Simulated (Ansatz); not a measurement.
The multiplicity is imposed and other spin states were not computed.

Species: [Ag(C2H4)(H)] (charge 0, multiplicity 1).

**Question.** Give a relaxed geometry from r2SCAN-D4/def2-SVP in Ansatz (an electronic-structure program).

**Answer.** the end point of this relaxation.
Z-matrix (Å, degrees):
```
C
C 1 1.3582
H 2 1.0952 1 121.50
H 1 1.0952 2 121.50 3 0.00
H 1 1.0952 4 116.64 2 173.29
H 2 1.0952 3 116.64 1 -173.29
Ag 1 2.3360 4 101.65 5 109.52
H 7 1.6274 1 163.10 4 -60.33
```
